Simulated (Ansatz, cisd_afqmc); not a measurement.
Species: LiCl, charge 0, singlet. LiCl (SMILES [Li][Cl]).
B3LYP-D3(BJ)/def2-TZVP minimum from Ansatz (a program for electronic structure):
```xyz
2

Li     0.0000     0.0000    -1.7146
Cl     0.0000     0.0000     0.3026
```
Charge 0, spin multiplicity 1.

Total energies in def2-TZVPP, 8 correlated electrons, 6 frozen orbitals. Open shells are spin-unrestricted; no spin-orbit coupling. Cores are frozen in correlated methods. No relativity. The Monte Carlo rows (phaseless AFQMC, CISD trial, step 0.005/hartree) carry one-sigma bars that omit the constraint's bias. Outlying blocks are dropped, and bars are widened where a walk drifts. Over all cases where full CI ran beside it in this data, AFQMC minus full CI had a median of +0.1 mEh and passed +0.4 mEh in a tenth of the cases.

The bar of a AFQMC/CISD walk is widened from 0.39 to 0.50 mEh, since its error had not levelled off in the blocking analysis.

| method | program | energy (Eh) | minus CCSDTQ (mEh) |
|---|---|---|---|
| HF | Ansatz | -467.04132 | 226.45 |
| MP2 | Ansatz | -467.24220 | 25.57 |
| CCSD | Ansatz | -467.25886 | 8.90 |
| CCSD(T) | Ansatz | -467.26700 | 0.76 |
| CCSDT(Q) | Ansatz | -467.26776 | 0.01 |
| CCSDTQ | Ansatz | -467.26777 | 0.00 |
| AFQMC/CISD | cisd_afqmc | -467.2677 ± 0.0006 | 0.1 ± 0.6 |

Rough core times of Ansatz's runs on a shared machine: CCSD(T) under 20 s, CCSDT(Q) under 20 s, CCSDTQ 7 min.
